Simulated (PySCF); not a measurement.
Al(F)(GeH3)(Me) (CH₆AlFGe), SMILES [CH3][Al]([F])[GeH3].

The structure is a stationary point at PBE0-D3(BJ)/def2-SVP. The structure was generated by enumeration; whether it is a known compound was not checked.

The numbers are results of PBE/def2-TZVP in PySCF, not measurements.

Isolated molecule, no solvent.

```json
{
 "total_energy": "-2460.53010 hartree",
 "highest_occupied_level": "-6.48 eV",
 "lowest_empty_level": "-2.11 eV",
 "orbital_gap": "4.36 eV",
 "dipole_moment": "0.362 e·Å",
 "quadrupole, principal values (traceless, Buckingham form, about the centre of nuclear charge)": "-8.53, 1.89, 6.65 D·Å",
 "mean_static_polarisability": "75.5 bohr³ (11.18 Å³)",
 "polarisability_principal_values": "62.9, 67.9, 95.6 bohr³"
}
```
